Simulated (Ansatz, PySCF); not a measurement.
Spin gap between two states, R1 and P1; the higher of the two is an excited state, each structure at its B3LYP-D3(BJ)/def2-TZVP stationary point, reached from a drawn start (curvature not checked).
R1, O2S2 (SMILES O=[S][S]=O) (charge 0, multiplicity 1):
```xyz
4

O     -1.278    -0.383    -1.137
S     -1.115    -0.334     0.325
S      0.719     0.216     0.947
O      1.674     0.502    -0.136
```
P1, O2S2 (SMILES O=[S][S]=O) (charge 0, multiplicity 3, Z-matrix in Å and degrees):
```
S
O 1 1.4946
S 1 2.2659 2 104.15
O 3 1.4946 1 104.15 2 -180.00
```

P less R. No zero-point or thermal terms; singlets are restricted closed shells; open shells are unrestricted. One arrangement of each flexible species, with no search for the lowest.

Frozen-core correlation throughout.

Run with Ansatz (a program for electronic structure) with Gaussian orbitals; PySCF for the D3/D4 terms. No computed number here is a measurement.

One of these levels gives 5.07 kcal/mol for the spin gap. Which?
A. BHLYP-D3(BJ)/def2-TZVPP
B. B2PLYP-D4/def2-TZVPP
C. MP2/cc-pV(Q+d)Z
D. BLYP/def2-TZVPP

A, BHLYP-D3(BJ)/def2-TZVPP. The others give 17.13 (BLYP/def2-TZVPP), 19.72 (B2PLYP-D4/def2-TZVPP), 38.72 (MP2/cc-pV(Q+d)Z)
